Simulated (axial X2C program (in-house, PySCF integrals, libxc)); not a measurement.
BrCl⁻: bond constants with and without spin–orbit coupling

All values were computed with an in-house relativistic program for diatomic molecules. Spin-free means the one-electron spin-free X2C Hamiltonian; two-component (2c) means X2C with spin–orbit coupling and atomic mean-field two-electron Coulomb and Gaunt terms, so the difference of the two also holds small scalar two-electron terms. Basis: Br dyall-acv3z [9s10p7d5f1g], Cl dyall-av3z [9s8p3d2f] (cores contracted in-house); Gaussian nuclei, density fitting, unrestricted open shells. Masses: Br 78.918 u, Cl 34.969 u.

State, spin-free: M_S = 1/2, Λ = 0 (beyond evenly filled blocks: σα); electrons by block: σα: 13, σβ: 12, π+α: 6, π+β: 6, π-α: 6, π-β: 6, δ+α: 1, δ+β: 1, δ-α: 1, δ-β: 1. Fragments: Br + Cl-.

State, 2c: Ω = 1/2 (⟨Sz⟩ = 0.49, ⟨Lz⟩ = 0.01 at PBE0); electrons by block: 1/2: 19, -1/2: 18, 3/2: 7, -3/2: 7, 5/2: 1, -5/2: 1. Fragments: Br + Cl-.

| Hamiltonian | level | Re (Å) | ωe (cm⁻¹) | ωexe (cm⁻¹) | Be (cm⁻¹) | αe (cm⁻¹) | De (eV) | k (mdyn/Å) | μ (D) |
| --- | --- | --- | --- | --- | --- | --- | --- | --- | --- |
| spin-free | PBE0 | 2.742 | 188.8 | 1.43 | 0.09254 | 0.000781 | 1.45 | 0.509 | -2.62 |
| spin-free | HF | 2.767 | 199.4 | 2.11 | 0.09084 | 0.000754 | 0.597 | 0.568 | -3.29 |
| spin-free | CCSD | 2.718 | 213.7 | n/a | 0.09419 | 0.000579 | 1.14 | 0.652 | n/a |
| spin-free | CCSD(T) | 2.713 | 213.6 | n/a | 0.09448 | 0.000608 | 1.16 | 0.652 | n/a |
| spin-free | PBE50 | 2.694 | 210.1 | 1.35 | 0.09583 | 0.000706 | 1.28 | 0.63 | -2.64 |
| 2c | PBE0 | 2.747 | 186.5 | 1.46 | 0.09219 | 0.000796 | 1.36 | 0.497 | -2.67 |
| 2c | HF | 2.776 | 192.6 | 2.92 | 0.09027 | 0.000905 | 0.448 | 0.529 | -3.50 |
| 2c | PBE50 | 2.699 | 207.9 | 1.38 | 0.09551 | 0.000718 | n/a | 0.617 | -2.70 |

Correlated methods: 15 electrons correlated (number of frozen shells: Br 3 s, 2 p, 1 d; Cl 2 s, 1 p), 241 virtual spin orbitals or spinors in MP2, 90 natural virtuals in coupled cluster.

Dipoles are positive if Cl is the positive end and refer to the centre of mass.

One determinant describes the state; a PBE0 search over occupations chose it and may have missed a lower one. Dissociation energies refer to the lowest single-determinant-based atoms at the same level and basis. De is not given where an atomic determinant may have missed its ground term or J level, or where the truncated virtual space spoils (T). Density functionals use the spin component along the axis (collinear). CCSD and (T) use frozen natural virtuals with an MP2 correction for the truncation; (T) itself is uncorrected, so its De runs slightly low. Without a current term, density functionals place determinants with orbital angular momentum somewhat too high. Hartree–Fock gets electron affinities wrong, so its lowest charge split need not be the true one.

No reliable constants came from CCSD (2c), CCSD(T) (2c), MP2 (2c), MP2 (spin-free): no minimum in range, unconverged points, a curve that is not smooth, a change of character along it, or the two Hamiltonians disagreeing along it.

Rough cost a point (2c) on 1 thread(s) of a shared host, integrals apart: PBE0 0.8 s, HF 0.8 s, PBE50 1 s.

The whole task took 4.8 min on 1 thread of Arm Neoverse N1, with other jobs on the host.
